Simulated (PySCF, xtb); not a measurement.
C₂H₆ClNSi₂, SMILES C(C#N)[Si@@H](Cl)[SiH3]. One conformer was computed; it need not be the lowest.

Harmonic wavenumbers (cm⁻¹) from GFN2-xTB in xtb at its own minimum, in rising order: 25, 39, 80, 115, 148, 174, 374, 384, 444, 456, 471, 517, 602, 641, 697, 751, 786, 788, 797, 1015, 1072, 1171, 1410, 2196, 2233, 2252, 2285, 2399, 2959, 2969.

Task: What does r2SCAN-D4/def2-SVP (PySCF 2.14.0) give at its own minimum? (Estimate from the structure and the level; the computed values follow.)

Result: 44, 81, 100, 119, 159, 196, 380, 397, 465, 484, 506, 564, 669, 704, 771, 829, 870, 926, 928, 970, 1138, 1153, 1398, 2219, 2231, 2239, 2241, 2344, 3051, 3117. Paired by order, the mean absolute difference is 47 cm⁻¹ and the zero-point energies are 43.2 and 44.7 kcal/mol.
